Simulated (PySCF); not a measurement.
Compound: C6H7N (charge +1 and doublet state).
Cartesian coordinates in Å at the GFN2-xTB level; atoms count from 1:
```
atom  x, y, z in Å
N1     3.6827    0.3967    0.2507
C2     2.7632   -0.4367    0.2819
C3     1.4031   -0.2603    0.5144
C4     0.1976   -0.2142    0.7151
C5    -1.1623   -0.0524    0.9543
C6    -2.1666   -0.3915   -0.1636
C7    -1.9561    1.0198    0.1798
H8     4.6545    0.1862    0.0670
H9     2.9444   -1.5220    0.1097
H10   -1.4611   -0.2418    1.9798
H11   -3.0563   -0.8996    0.1811
H12   -1.7585   -0.7727   -1.0880
H13   -1.3915    1.6456   -0.4954
H14   -2.6936    1.5427    0.7710
```

The hyperfine couplings belong to this conformer and change with its torsions.

Identity: `[H]/N=C/[C+]=[C]/C1CC1` [radical] (charge +1).

Computed, not measured: UKS B3LYP, pcH-1 on C H N, non-relativistic, mean-field spin-orbit, GIAO (PySCF). Geometry: GFN2-xTB; no solvent, vibrations or thermal averaging. Couplings are sensitive to structure, and on GFN2-xTB geometries they can be far from those on DFT ones, by a factor of two or more for some ions and for spin on atoms past the first row. No stability test was run, so a lower SCF solution isn't excluded.

(1) What are g_iso and the isotropic 1H coupling of H9?

(2) For one electron spin and this one nucleus (I = 1/2, g_N = 5.5857), compare first-order, second-order and exact resonance fields at 3.311 GHz.

(3) Someone takes the midpoint and the distance of the outer exact lines at face value. What g and a result?

(4) Give the zero-field levels of this pair of spins.

## Answers

(1) g_iso = 2.00275 and a = +284.66 MHz, or +10.155 mT (Mulliken spin population +0.11).

(2) First order: B = B0 − a·mI with B0 = 118.119 mT. Second order subtracts a²[I(I+1) − mI²]/(2B0). The exact fields come from the Breit–Rabi levels of H = g μB B Sz − g_N μN B Iz + a S·I.

```csv
mI,first order (mT),second order (mT),exact (mT),exact − first order
−1/2,123.197,122.979,122.988,-0.209
+1/2,113.042,112.823,112.814,-0.228
```

(3) Their midpoint, 117.901 mT, gives an apparent g of 2.00646 (true 2.00275), and their distance over 2I an apparent |a| of 10.174 mT (true 10.155).

(4) F = I ± 1/2 = 1 and 0, at a·I/2 = +71.2 MHz and −a(I+1)/2 = -213.5 MHz, that is |a|(I + 1/2) = 284.7 MHz apart; F = 0 lies lower.

Other couplings of abundant isotopes, left aside here: 2 × 1H 23 MHz, 1 × 14N 21 MHz, 1 × 1H 12 MHz, 1 × 1H 7 MHz.

Means are taken over nuclei equivalent by connectivity, which assumes that they swap fast.

Time: 56 s (grids of density and orbitals included); peak memory 0.93 GiB. Hardware: one thread of an Arm Neoverse V2 (shared host).
